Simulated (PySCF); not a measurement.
Simulation results for BGeH5NO

All values are calculated (PySCF 2.14.0). Calculation on a computer-drawn molecule: optimised geometry and harmonic frequencies of an isolated molecule of the commonest isotopes, restricted reference for singlets and unrestricted otherwise, frozen core in MP2; on germanium a core potential holds 10 electrons, which the energies leave out, and 3d is frozen in MP2 and coupled-cluster steps.

```yaml
- formula: BGeH5NO
  start_structure:
    atoms_angstrom:
      - [O, 0.2294, 3.4643, 1.0396]
      - [B, 0.3737, 2.8818, -0.066]
      - ["N", -0.575, 1.8553, -0.4504]
      - [Ge, -0.5167, 0.6125, -1.8331]
      - [H, 0.8188, 4.167, 1.3044]
      - [H, 1.1814, 3.12, -0.9005]
      - [H, -1.2339, 1.6938, 0.2392]
      - [H, -0.0384, 1.5316, -2.956]
      - [H, -2.1174, 0.5962, -2.0815]
  given:
    charge: 0
    multiplicity: 2
    method: HF
    basis: cc-pVDZ
    basis_and_core_potential_on_germanium: "cc-pVDZ-PP ECP10MDF"
    drawn_bonds_atom: [1, 2, 3, 1, 2, 3, 4, 4]
    drawn_bonds_other_atom: [2, 3, 4, 5, 6, 7, 8, 9]
    drawn_bonds_order: [1, 1, 1, 1, 1, 1, 1, 1]
  results:
    optimised_atom_element: [O, B, "N", Ge, H, H, H, H, H]
    "optimised_atom_x [angstrom]": [0.2487, 0.3389, -0.6073, -0.6289, 0.9135, 1.211, -1.288, 0.03132, -2.097]
    "optimised_atom_y [angstrom]": [3.519, 2.863, 1.862, 0.7628, 4.178, 3.131, 1.668, 1.519, 0.4202]
    "optimised_atom_z [angstrom]": [1.12, -0.07338, -0.3833, -1.865, 1.236, -0.8618, 0.3299, -3.028, -2.178]
    "modes_frequency [cm^-1]": [101.2, 126.8, 196.6, 371.7, 526.1, 632.3, 691.2, 756.0, 798.4, 904.8, 1013, 1056, 1184, 1245, 1325, 1539, 2160, 2191, 2669, 3788, 4195]
    "modes_reduced_mass [dalton]": [1.391, 3.224, 3.717, 9.336, 1.093, 1.245, 1.244, 1.126, 2.426, 1.027, 1.493, 1.249, 1.394, 3.206, 1.463, 3.161, 1.017, 1.024, 1.094, 1.075, 1.067]
    "rotational_constants [GHz]": [35.93, 1.659, 1.596]
    "total_energy [hartree]": -450.3632
    spin_squared: 0.7546
    "convergence_status_largest_gradient_component [hartree/bohr]": 7.018e-06
```
